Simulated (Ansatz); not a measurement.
VBr₂N₄H₁₂, that is cis-[VBr2(NH3)4]+ with one electron more. Charge 0, multiplicity 4. Geometry r2SCAN-D4/def2-SVP, that of the charge +1 triplet; atoms count from 1.

Cartesian coordinates in Å:
```
V -0.1030 -0.0709 0.5742
Br -1.1430 1.5225 2.0565
N 0.8667 -1.1518 -1.1081
H 1.3648 -0.6214 -1.8282
H 0.2346 -1.7831 -1.6096
H 1.5551 -1.7701 -0.6666
Br 0.4236 -2.0040 1.9161
N -0.4862 1.4205 -1.0309
H -1.3528 1.8953 -0.7581
H -0.6087 1.1140 -1.9999
H 0.2160 2.1661 -1.0563
N 1.8327 0.8058 1.0778
H 2.2166 0.2003 1.8128
H 1.6841 1.7161 1.5257
H 2.5843 0.9293 0.3935
N -2.0517 -0.9678 0.1699
H -2.5676 -0.8004 -0.6987
H -2.6537 -0.6172 0.9244
H -2.0119 -1.9831 0.3053
```

Problem. Estimate the Mulliken populations from the PBE0/def2-TZVP orbitals of Ansatz.

Solution. 
```tsv
atom	charge (e)	spin (α − β)	d electrons
V1	0.66	3.13	3.75
Br2	-0.59	0.00	–
N3	-0.66	-0.04	–
H4	0.24	0.00	–
H5	0.25	0.01	–
H6	0.28	0.01	–
Br7	-0.59	-0.01	–
N8	-0.66	-0.04	–
H9	0.28	0.01	–
H10	0.24	0.00	–
H11	0.25	0.01	–
N12	-0.63	-0.06	–
H13	0.28	0.01	–
H14	0.27	0.01	–
H15	0.23	0.00	–
N16	-0.64	-0.06	–
H17	0.23	0.00	–
H18	0.29	0.01	–
H19	0.27	0.01	–
```
Mulliken values depend strongly on the basis.

Problem. Where does the spin sit?

Solution. Summed by element: V 3.13, Br -0.01, N -0.20, H 0.08, of 3 unpaired in all. Largest on single atoms: V1 3.13, N12 -0.06, N16 -0.06.

Problem. And the Mayer bond orders between heavy atoms (over 0.3)?

Solution. V1–Br2 0.71 (2.41 Å); V1–Br7 0.71 (2.41 Å).
